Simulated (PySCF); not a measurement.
C4H10O, triplet, geometry from GFN2-xTB of the parent state (a higher spin typed on purpose: for a closed-shell molecule this is an excited state); CAMB3LYP/def2-SV(P) run with PySCF.

Input for PySCF:
```python
from pyscf import gto, scf, dft

mol = gto.Mole()
mol.atom = '''
    C    -2.509527   -0.112710    0.133814
    C    -1.182413   -0.055656   -0.612560
    C     0.000062    0.001321    0.349161
    C     1.334924    0.058770   -0.385253
    O     2.370656    0.109114    0.573171
    H    -2.551461   -0.994627    0.768849
    H    -3.340932   -0.152860   -0.566055
    H    -2.630918    0.766607    0.762201
    H    -1.166251    0.825204   -1.258767
    H    -1.086781   -0.936324   -1.252118
    H    -0.078887    0.881797    0.988774
    H     0.000498   -0.877845    0.995415
    H     1.365873    0.949229   -1.031033
    H     1.446147   -0.830124   -1.024318
    H     3.219183    0.145687    0.120714
'''
mol.basis = 'def2-sv(p)'
mol.charge = 0
mol.spin = 2
mol.verbose = 4
mol.build()

mf = dft.UKS(mol)
mf.xc = 'camb3lyp'
mf.kernel()
mf.analyze()
```

What the program printed (banner, timings and long lists left out):

```
PySCF version 2.14.0

[INPUT] verbose = 4
[INPUT] num. atoms = 15
[INPUT] num. electrons = 42
[INPUT] charge = 0
[INPUT] spin (= nelec alpha-beta = 2S) = 2
[INPUT] symmetry False subgroup None
[INPUT] Mole.unit = angstrom
[INPUT] Symbol           X                Y                Z      unit          X                Y                Z       unit  Magmom
[...]
nuclear repulsion = 185.584965039089
number of shells = 50
number of NR pGTOs = 160
number of NR cGTOs = 90
basis = def2-sv(p)
ecp = {}

******** <class 'pyscf.dft.uks.UKS'> ********
method = UKS
initial guess = minao
damping factor = 0
level_shift factor = 0
DIIS = <class 'pyscf.scf.diis.CDIIS'>
diis_start_cycle = 1
diis_space = 8
diis_damp = 0
SCF conv_tol = 1e-09
SCF conv_tol_grad = None
SCF max_cycles = 50
direct_scf = True
direct_scf_tol = 1e-13
number electrons alpha = 22  beta = 20
XC library pyscf.dft.libxc version 7.1.2
    S. Lehtola, C. Steigemann, M. J. T. Oliveira, and M. A. L. Marques,  SoftwareX 7, 1–5 (2018)
XC functionals = camb3lyp
    T. Yanai, D. P. Tew, and N. C. Handy,  Chem. Phys. Lett. 393, 51 (2004)
radial grids:
    Treutler-Ahlrichs [JCP 102, 346 (1995); DOI:10.1063/1.469408] (M4) radial grids

becke partition: Becke, JCP 88, 2547 (1988); DOI:10.1063/1.454033
pruning grids: <function nwchem_prune>
grids dens level: 3
symmetrized grids: False
atomic radii adjust function: <function treutler_atomic_radii_adjust>
small_rho_cutoff = 0
Set gradient conv threshold to 3.16228e-05
tot grids = 168640
init E= -233.752904730191

cycle= 1 E= -232.949327238872  delta_E= 0.804  |g|= 0.417  |ddm|=  4.5

cycle= 2 E= -232.850435919766  delta_E= 0.0989  |g|= 0.718  |ddm|= 3.07

cycle= 3 E= -233.057142826972  delta_E= -0.207  |g|= 0.0754  |ddm|= 1.81

cycle= 4 E= -233.062943448648  delta_E= -0.0058  |g|= 0.0589  |ddm|= 0.396

cycle= 5 E= -233.066347324938  delta_E= -0.0034  |g|= 0.0239  |ddm|= 0.365

cycle= 6 E= -233.068257166501  delta_E= -0.00191  |g|= 0.00881  |ddm|= 0.413

cycle= 7 E= -233.068742613013  delta_E= -0.000485  |g|= 0.00409  |ddm|= 0.292

cycle= 8 E= -233.068805741693  delta_E= -6.31e-05  |g|= 0.00217  |ddm|= 0.106

cycle= 9 E= -233.068827152543  delta_E= -2.14e-05  |g|= 0.000676  |ddm|= 0.0806

cycle= 10 E= -233.068831448451  delta_E= -4.3e-06  |g|= 0.000337  |ddm|= 0.0436

cycle= 11 E= -233.068832026601  delta_E= -5.78e-07  |g|= 0.000161  |ddm|= 0.0133

cycle= 12 E= -233.068832177334  delta_E= -1.51e-07  |g|= 5.14e-05  |ddm|= 0.00914

cycle= 13 E= -233.068832186796  delta_E= -9.46e-09  |g|= 1.43e-05  |ddm|= 0.00158

cycle= 14 E= -233.068832187385  delta_E= -5.88e-10  |g|= 9.38e-06  |ddm|= 0.000409

Extra cycle  E= -233.068832187458  delta_E= -7.32e-11  |g|= 7.86e-06  |ddm|= 7.08e-05
converged SCF energy = -233.068832187458  <S^2> = 2.0037179  2S+1 = 3.0024775
**** SCF Summaries ****
Total Energy =                        -233.068832187458014
Nuclear Repulsion Energy =             185.584965039088530
One-electron Energy =                 -680.406945713632467
Two-electron Energy =                  261.753148487085923
Two-electron Coulomb Energy =          295.551080902404237
DFT Exchange-Correlation Energy =      -33.797932415318336
**** MO energy ****
                             alpha | beta                alpha | beta
[...]
To work with the spin densities directly, `use mulliken_meta_spin()` only printing them here.

 ** Mulliken spin pop alpha/beta on meta-lowdin orthogonal AOs **
 ** Mulliken Spin Density (per AO)  **
spin_pop of  0 C 1s       -0.00000
spin_pop of  0 C 2s       -0.00007
spin_pop of  0 C 3s        0.00004
spin_pop of  0 C 2px       0.00044
spin_pop of  0 C 2py       0.00005
spin_pop of  0 C 2pz       0.00015
spin_pop of  0 C 3px       0.00023
spin_pop of  0 C 3py       0.00000
spin_pop of  0 C 3pz       0.00000
spin_pop of  0 C 3dxy      0.00000
spin_pop of  0 C 3dyz      0.00000
spin_pop of  0 C 3dz^2     0.00000
spin_pop of  0 C 3dxz     -0.00000
spin_pop of  0 C 3dx2-y2   -0.00000
spin_pop of  1 C 1s       -0.00000
[...]
spin_pop of  1 C 3dxz      0.00003
spin_pop of  1 C 3dx2-y2    0.00003
spin_pop of  2 C 1s        0.00000
spin_pop of  2 C 2s       -0.00138
spin_pop of  2 C 3s        0.00002
spin_pop of  2 C 2px      -0.00191
spin_pop of  2 C 2py      -0.00159
spin_pop of  2 C 2pz      -0.00175
spin_pop of  2 C 3px       0.00087
spin_pop of  2 C 3py       0.00001
spin_pop of  2 C 3pz      -0.00003
spin_pop of  2 C 3dxy     -0.00001
spin_pop of  2 C 3dyz      0.00004
spin_pop of  2 C 3dz^2     0.00025
spin_pop of  2 C 3dxz      0.00018
spin_pop of  2 C 3dx2-y2    0.00009
spin_pop of  3 C 1s       -0.00000
spin_pop of  3 C 2s       -0.00278
spin_pop of  3 C 3s        0.00030
spin_pop of  3 C 2px       0.03769
spin_pop of  3 C 2py       0.02233
spin_pop of  3 C 2pz       0.04488
spin_pop of  3 C 3px       0.00930
spin_pop of  3 C 3py       0.00151
spin_pop of  3 C 3pz       0.00188
spin_pop of  3 C 3dxy     -0.00003
spin_pop of  3 C 3dyz      0.00119
spin_pop of  3 C 3dz^2    -0.00005
spin_pop of  3 C 3dxz      0.00028
spin_pop of  3 C 3dx2-y2    0.00003
spin_pop of  4 O 1s       -0.00001
spin_pop of  4 O 2s        0.11331
spin_pop of  4 O 3s        0.01040
spin_pop of  4 O 2px       0.03198
spin_pop of  4 O 2py       0.83597
spin_pop of  4 O 2pz       0.04938
spin_pop of  4 O 3px       0.00241
spin_pop of  4 O 3py       0.00115
spin_pop of  4 O 3pz       0.00217
spin_pop of  4 O 3dxy     -0.00002
spin_pop of  4 O 3dyz      0.00025
spin_pop of  4 O 3dz^2     0.00024
spin_pop of  4 O 3dxz      0.00071
spin_pop of  4 O 3dx2-y2   -0.00001
spin_pop of  5 H 1s        0.00018
spin_pop of  5 H 2s        0.00007
spin_pop of  6 H 1s       -0.00002
spin_pop of  6 H 2s        0.00000
spin_pop of  7 H 1s        0.00018
spin_pop of  7 H 2s        0.00007
spin_pop of  8 H 1s       -0.00061
spin_pop of  8 H 2s        0.00013
spin_pop of  9 H 1s       -0.00061
spin_pop of  9 H 2s        0.00013
spin_pop of  10 H 1s        0.00260
spin_pop of  10 H 2s        0.00050
spin_pop of  11 H 1s        0.00260
spin_pop of  11 H 2s        0.00050
spin_pop of  12 H 1s        0.08536
spin_pop of  12 H 2s        0.02059
spin_pop of  13 H 1s        0.08536
spin_pop of  13 H 2s        0.02059
spin_pop of  14 H 1s        0.43286
spin_pop of  14 H 2s        0.17608
 ** Mulliken Spin Density (per atom)  **
spin density of  0 C =      0.00084
spin density of  1 C =      0.01331
spin density of  2 C =     -0.00519
spin density of  3 C =      0.11655
spin density of  4 O =      1.04793
spin density of  5 H =      0.00025
spin density of  6 H =     -0.00002
spin density of  7 H =      0.00025
spin density of  8 H =     -0.00048
spin density of  9 H =     -0.00048
spin density of  10 H =      0.00310
spin density of  11 H =      0.00310
spin density of  12 H =      0.10595
spin density of  13 H =      0.10595
spin density of  14 H =      0.60894
 ** Mulliken pop alpha/beta on meta-lowdin orthogonal AOs **
 ** Mulliken pop       alpha | beta **
In total            22.00000 | 20.00000
 ** Mulliken atomic charges   ( Nelec_alpha | Nelec_beta ) **
charge of  0C =     -0.26440  (     3.13262      3.13178 )
charge of  1C =     -0.14922  (     3.08127      3.06795 )
charge of  2C =     -0.15670  (     3.07575      3.08094 )
charge of  3C =     -0.02016  (     3.06836      2.95181 )
charge of  4O =     -0.08630  (     4.56711      3.51919 )
charge of  5H =      0.08811  (     0.45607      0.45582 )
charge of  6H =      0.09303  (     0.45347      0.45349 )
charge of  7H =      0.08811  (     0.45607      0.45582 )
charge of  8H =      0.07951  (     0.46001      0.46049 )
charge of  9H =      0.07951  (     0.46000      0.46048 )
charge of  10H =      0.09181  (     0.45564      0.45254 )
charge of  11H =      0.09181  (     0.45565      0.45255 )
charge of  12H =      0.11985  (     0.49305      0.38710 )
charge of  13H =      0.11985  (     0.49305      0.38710 )
charge of  14H =     -0.17481  (     0.89187      0.28294 )
Dipole moment(X, Y, Z, Debye): -3.95408, -0.18003, -0.42684
```
